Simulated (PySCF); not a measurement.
CH$_{3}$AlCl (SMILES [CH3][Al+][Cl]), charge +1, singlet, at a GFN2-xTB geometry (such geometries of metal compounds can be far from the true shape). Base run: B3LYP/def2-SV(P) (PySCF).

Input for PySCF:
```python
from pyscf import gto, scf, dft

mol = gto.Mole()
mol.atom = '''
    Al    0.139487   -0.881895    0.772126
    C    -0.075549    0.587192   -0.499667
    H    -0.906444    1.244871   -0.208559
    H    -0.278702    0.196837   -1.506718
    H     0.844151    1.187718   -0.540098
    Cl    0.384124   -2.374732    2.054854
'''
mol.basis = 'def2-sv(p)'
mol.charge = 1
mol.spin = 0
mol.verbose = 4
mol.build()

mf = dft.RKS(mol)
mf.xc = 'b3lyp'
mf.kernel()
```

The base run was repeated with changes; each row names its change, and settings that it needs were set with it.

| change | basis functions | E (Eh) | HOMO (eV) | HOMO-LUMO gap (eV) |
|---|---|---|---|---|
| base | 56 | -742.09421 | -15.27 | 7.51 |
| basis = x2c-TZVPall; relativity = spin-free X2C; nucleus = Gaussian (with mol.nucmod = 'G') | 123 | -744.27140 | -15.20 | 7.41 |
| basis = cc-pVTZ-DK; relativity = none | 140 | -741.93037 | -15.21 | 7.48 |
| basis = cc-pVDZ-DK; relativity = none | 65 | -741.93078 | -15.25 | 7.58 |
| basis = cc-pVTZ-DK; relativity = spin-free X2C | 140 | -744.27766 | -15.21 | 7.46 |
| basis = cc-pVTZ-DK; relativity = spin-free X2C; nucleus = Gaussian (with mol.nucmod = 'G') | 140 | -744.27703 | -15.21 | 7.46 |
| basis = cc-pVDZ-DK; relativity = spin-free X2C; nucleus = Gaussian (with mol.nucmod = 'G') | 65 | -744.22575 | -15.24 | 7.56 |
| basis = x2c-TZVPall; relativity = spin-free X2C | 123 | -744.27199 | -15.20 | 7.41 |
| basis = x2c-TZVPall; relativity = none | 123 | -742.09564 | -15.20 | 7.42 |
| basis = cc-pVDZ-DK; relativity = spin-free X2C | 65 | -744.22637 | -15.24 | 7.56 |

Absolute energies of different levels of theory aren't comparable as measures of quality.

Basis sets contracted for a relativistic Hamiltonian are a mismatch without it, so the rows without relativity aren't non-relativistic limits. No row has spin-orbit coupling; sets with core potentials leave out the core electrons.
